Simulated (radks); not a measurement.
Valence configurations of the vanadium ion V+ (all share [Ar]). All-electron calculation, scalar-relativistic Kohn-Sham, r2SCAN, spin-polarised, spherical densities, finite nucleus; open shells are filled with parallel spins first; meta-GGA in the generalised Kohn-Sham scheme; Fermi nuclear charge, rms radius 3.6002 fm. Program: a radial shooting solver on a logarithmic mesh with Libxc functionals. Order these by energy: 3d3.5 4p0.5; 3d4; 3d2 4s2; 3d2.5 4s1.5; 3d2 4p2; 3d1 4p3; 4s1 4p3; 3d3 4p1; 3d3 4s1.

Answer. From the lowest, in eV above it: 3d4 0.000; 3d3 4s1 1.067; 3d3.5 4p0.5 2.397; 3d2.5 4s1.5 3.667; 3d3 4p1 5.517; 3d2 4s2 6.476; 3d2 4p2 14.348; 3d1 4p3 27.279; 4s1 4p3 38.593. NIST lists [Ar] 3d4 as the ground configuration; this level of theory agrees among the configurations tried. The energies are those of spherical high-spin densities, not of single terms.
